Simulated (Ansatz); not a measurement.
Cartesian coordinates (Å):
SMILES: CN(C)C([SiH3])([SiH3])N(C)C
```xyz
27

C      1.4162    -1.4347    -1.1147
N      1.1434    -0.7015     0.1117
C      2.3449    -0.2428     0.7729
C      0.0113     0.2383     0.0197
Si     0.2907     1.5641    -1.3980
Si    -0.1528     1.3345     1.6374
N     -1.2035    -0.5628    -0.2161
C     -2.3513     0.1091    -0.7839
C     -1.5537    -1.4579     0.8758
H      1.9905    -0.8412    -1.8739
H      0.4523    -1.7445    -1.5620
H      2.0100    -2.3440    -0.8856
H      2.9146     0.5420     0.2097
H      2.1130     0.1648     1.7789
H      3.0302    -1.1030     0.9226
H      1.7254     2.0049    -1.2966
H     -0.5744     2.7814    -1.2044
H      0.0587     1.0224    -2.7843
H      0.8246     2.4801     1.6390
H     -1.5388     1.9191     1.6206
H      0.0163     0.5537     2.9145
H     -2.8489     0.8413    -0.0954
H     -3.1133    -0.6465    -1.0671
H     -2.0741     0.6523    -1.7114
H     -2.0754    -0.9453     1.7263
H     -0.6269    -1.9263     1.2588
H     -2.2288    -2.2573     0.5055
```
Charge 0, multiplicity 1.

Level of theory: Ansatz (an electronic-structure program) with frozen-core CCSD(T)/cc-pVDZ // PBE-D3(BJ)/def2-SVP.

```yaml
HF energy: -886.51263 Ha
MP2 correlation energy: -1.29213 Ha
```

### Question
Estimate the CCSD correlation energy, the (T) correction, the total energy and the T1 diagnostic.

### Answer

```
Item                            Result
-----------------------  -------------
CCSD correlation energy    -1.41351 Ha
(T) correction             -0.04625 Ha
CCSD(T) total energy     -887.97239 Ha
T1 diagnostic                    0.012
```
